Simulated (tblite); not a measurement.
C7H13P.
Geometry (GFN2-xTB, Å), atoms numbered from 1 in this order:
```
atom  x, y, z in Å
C1    -2.0998    0.1383   -1.8824
P2    -1.1415   -0.1670   -0.5119
C3    -2.1711    0.0617    0.9819
C4     0.2128    1.0089   -0.3721
C5     1.2861    0.5306    0.2523
C6     2.5376    1.2904    0.5369
C7     1.2044   -0.8997    0.7265
C8     0.0258   -1.5689    0.0261
H9    -2.9820   -0.4984   -1.9040
H10   -1.5227    0.0531   -2.8010
H11   -2.9371   -0.7116    1.0094
H12   -1.5632    0.0096    1.8830
H13   -2.6512    1.0354    0.9047
H14    0.1144    2.0082   -0.7645
H15    3.3818    0.8257    0.0272
H16    2.4538    2.3223    0.2056
H17    2.7514    1.2778    1.6058
H18    1.0645   -0.8985    1.8119
H19    2.1421   -1.4227    0.5224
H20    0.3595   -2.0631   -0.8914
H21   -0.4747   -2.3154    0.6433
```

Calculated harmonic vibrations of the isolated species, GFN2-xTB (tblite), most abundant isotopes, no scaling. The method is semi-empirical: single wavenumbers can be off by several per cent or more. One conformer, not necessarily the lowest.

Harmonic wavenumbers (cm⁻¹): 91.6, 116.1, 123.0, 128.7, 197.8, 223.4, 249.2, 297.6, 334.7, 364.3, 419.8, 439.2, 517.2, 629.6, 710.9, 749.6, 752.3, 765.3, 802.8, 813.3, 855.6, 869.2, 925.5, 934.1, 1004.9, 1008.6, 1018.5, 1049.6, 1104.4, 1111.3, 1154.7, 1226.5, 1242.5, 1296.4, 1309.8, 1394.1, 1399.2, 1419.2, 1432.0, 1443.1, 1471.7, 1475.9, 1476.4, 1677.2, 2930.9, 2945.4, 2962.3, 2963.9, 2978.5, 2979.7, 2996.4, 2998.7, 3004.8, 3010.5, 3013.8, 3046.8, 3088.4.

A = 2990, B = 1206, C = 1106 MHz; mass 128.075 u (most abundant isotopes); point group C1, symmetry number 1.

Q: What is the zero-point energy?

A: ½Σν̃ = 38473 cm⁻¹ = 110.00 kcal/mol.

Q: Entropy at 500 K, 1 bar (ideal gas, RRHO, classical rotation)?

A: Translation 43.05, rotation 30.32, vibration 50.07: S = 123.4 cal/(mol K).

Q: And Cp and H(500 K) − H(0)?

A: Cp = 61.40 cal/(mol K), of which vibrations give 53.45 (their classical limit is 57 R = 113.3); H(500 K) − H(0) = 17.53 kcal/mol without the zero-point energy, 13.56 from vibrations.

Q: Blend soft modes into free rotors: weight 1/[1 + (100 cm⁻¹/ν̃)⁴] for the oscillator and the rest for a rotor with moment μB/(μ + B), μ = h/(8π²ν), B = 10⁻⁴⁴ kg m². What vibrational entropy results?

A: 48.49 cal/(mol K) in place of 50.07, which changes −T·S at 500 K by +0.79 kcal/mol.

Q: How do the functions run with temperature in this model?

A: 
```
 T (K)  S (cal/(mol K))  Cp (cal/(mol K))  H − H(0) (kcal/mol)  G − H(0) (kcal/mol)  ln q(vib)
   150             75.5              24.2                 2.30                -9.04       2.21
   250             90.5              35.3                 5.27               -17.35       4.78
298.15             97.2              40.9                 7.10               -21.87       6.06
   400            110.8              52.0                11.84               -32.47       8.82
   600            135.3              69.1                24.07               -57.13      14.27
   900            166.7              85.6                47.48              -102.59      22.09
```

q(vib) and H(0) count from the zero-point level.

Q: What must be added to the electronic energy to get the Gibbs energy at 500 K and 1 bar?

A: ZPE + [H(500 K) − H(0)] − T·S = 110.00 + 17.53 − 61.72 = 65.81 kcal/mol.

Hindered rotation and anharmonicity are outside this model. Other conformers, if any are populated, would add a mixing term that is left out. The structure is chiral; the term R ln 2 for an equal mix with its mirror image is left out.

The run took 0.92 s of wall time on one thread, Arm Neoverse V1 (aarch64), shared host with 32 logical CPUs at a one-minute load of 30. The figure is for the frequency step alone.
